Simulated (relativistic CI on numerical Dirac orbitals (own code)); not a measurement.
One change at a time: C I

Base calculation: Dirac-Coulomb-Breit CI, separate exchange-only KLI orbitals for each configuration, QED by a radiative potential, valence Slater integrals scaled by 0.85, P86 correlation energy added to each configuration.

Configuration list (outside the closed core 1s2): 2s²2p², 2s2p³, 2s²2p3s, 2s²2p3p, 2s²2p3d, 2s²2p4s, 2p⁴, 2s²2p4p, 2s²2p4d, 2s²2p5s, 2s²2p4f, 2s²2p5p, 2s²2p5d, 2s²2p5f, 2s²2p5g, 2s²3s², 2s²3s3p, 2s²3s3d. Levels of other configurations are missing.

The lowest level and the first level of each name with at least 55 % of one term (blank where a level has no safe partner in the second run):

```
       Level  Base (cm⁻¹)  Shift (cm⁻¹)
  2s²2p² ³P0          0.0           0.0
  2s²2p² ³P1         14.9          -0.1
  2s²2p² ³P2         38.9          -0.2
  2s²2p² ¹D2      10587.5          -0.1
  2s²2p² ¹S0      18369.1          +0.5
  2s2p³ ⁵S°2      32092.7          +8.6
2s²2p3s ³P°0      64058.5          -3.8
2s²2p3s ³P°1      64078.1          -3.9
2s²2p3s ³P°2      64119.6          -4.1
2s²2p3s ¹P°1      65505.8          -4.0
  2s2p³ ³D°3      68281.3          +8.0
  2s2p³ ³D°1      68284.6          +8.0
  2s2p³ ³D°2      68285.2          +8.0
 2s²2p3p ¹P1      72700.8          -3.4
```

Correlation outside the listed configurations is missing or only estimated: errors of thousands of cm⁻¹ between configurations and terms are usual at this charge. Rates and lifetimes follow the computed energies and can be off by large factors. The fine structure of a lone outer electron comes out too small, for d and f at times inverted, and misplaced configurations move strength between like terms. 36 of the 36 excited levels that our extract of the measured tables holds in this range could be paired (the sources list more); they are missed by 3143 cm⁻¹ on average and 4195 at most, and levels without a partner can miss by more.

Question: One thing was changed in a second run, which moved the levels as shown. Which?
A. self-excluded LDA correlation estimate
B. Breit term removed
C. valence Slater integrals scaled by 0.75
D. configuration mixing switched off
E. QED terms removed

Answer: E. QED terms removed. QED shifts follow the density of s (and p1/2) electrons at the nucleus, so configurations move by their count of such electrons; where none moves, the smaller shifts of p3/2 electrons and of j = l + 1/2 against j = l − 1/2 set the pattern.
